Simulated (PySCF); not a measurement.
Several molecules and their computed UV-vis stick spectra, shuffled. Level of theory: PySCF, TDDFT CAM-B3LYP/def2-SVPD, vertical, gas phase, core orbitals frozen in the response. Geometries: GFN2-xTB; one conformer of each isolated species. Triplets are in the Tamm–Dancoff approximation.

A. `C=C[C@@]12CCC[C@@H]1O2`
B. `C#C[C@H]1[SiH2]CS[SiH2]1`
C. `C[SiH2]P`
D. `N[C@@H]1C=C[S@@](=O)CC1`
E. `C=CS[SiH2]C#C[SiH3]`

Lowest singlet levels (six at most, fewer where fewer were computed) with oscillator strengths:

1. 188 nm (f 0.025); 184 nm (f 0.024); 174 nm (f 0.274); 167 nm (f 0.024); 155 nm (f 0.034); 153 nm (f 0.029); T1 5.73 eV
2. 186 nm (f 0.340); 174 nm (f 0.037); 172 nm (f 0.129); 161 nm (f 0.008); 160 nm (f 0.016); 153 nm (f 0.005); T1 4.29 eV
3. 234 nm (f 0.001); 208 nm (f 0.016); 195 nm (f 0.006); 195 nm (f 0.002); 191 nm (f 0.016); 189 nm (f 0.012); T1 4.82 eV
4. 244 nm (f 0.012); 223 nm (f 0.004); 221 nm (f 0.027); 214 nm (f 0.042); 212 nm (f 0.060); 211 nm (f 0.029); T1 3.96 eV
5. 243 nm (f 0.027); 211 nm (f 0.009); 208 nm (f 0.020); 201 nm (f 0.030); 190 nm (f 0.012); 185 nm (f 0.015); T1 4.20 eV

Question: Which spectrum belongs to which structure?

Answer: 1 = C, 2 = A, 3 = B, 4 = E, 5 = D.
- A: S1 at 6.68 eV, HOMO→LUMO (89%); Löwdin shares by element: HOMO carbon 56% or more, oxygen 18% (atoms not listed hold the other 26%); LUMO carbon 59% or more, hydrogen 6% or more, oxygen 6% (atoms not listed hold the other 28%); HOMO -8.46 and LUMO 1.06 eV.
- B: S1 at 5.30 eV, HOMO→LUMO (78%), HOMO→LUMO+2 (9%); Löwdin shares by element: HOMO sulfur 68%, carbon 11% or more, silicon 9% or more; LUMO sulfur 31%, silicon 28%, carbon 10% or more (atoms not listed hold the other 31%); HOMO -8.16 and LUMO 0.63 eV.
- C: S1 at 6.59 eV, HOMO→LUMO+3 (43%), HOMO→LUMO+1 (36%), HOMO→LUMO (10%); Löwdin shares by element: HOMO phosphorus 65%, silicon 15%, hydrogen 13% or more; LUMO silicon 34%, carbon 15%, phosphorus 15%, hydrogen 7% or more (atoms not listed hold the other 29%); HOMO -8.63 and LUMO 1.00 eV.
- D: S1 at 5.10 eV, HOMO→LUMO (86%); Löwdin shares by element: HOMO oxygen 46%, sulfur 31%, carbon 14% or more; LUMO carbon 53% or more, sulfur 16% (atoms not listed hold the other 31%); HOMO -8.06 and LUMO 0.31 eV.
- E: S1 at 5.09 eV, HOMO→LUMO (88%); Löwdin shares by element: HOMO sulfur 48%, carbon 40% or more, silicon 5% or more; LUMO carbon 44% or more, silicon 19% or more, sulfur 13% (atoms not listed hold the other 24%); HOMO -7.83 and LUMO 0.12 eV.
A and C have S1 within 0.10 eV of each other; their strongest listed levels stand at 6.68 eV (f 0.340) and 7.14 eV (f 0.274).
D and E have S1 within 0.02 eV of each other; their strongest listed levels stand at 6.18 eV (f 0.030) and 5.86 eV (f 0.060).
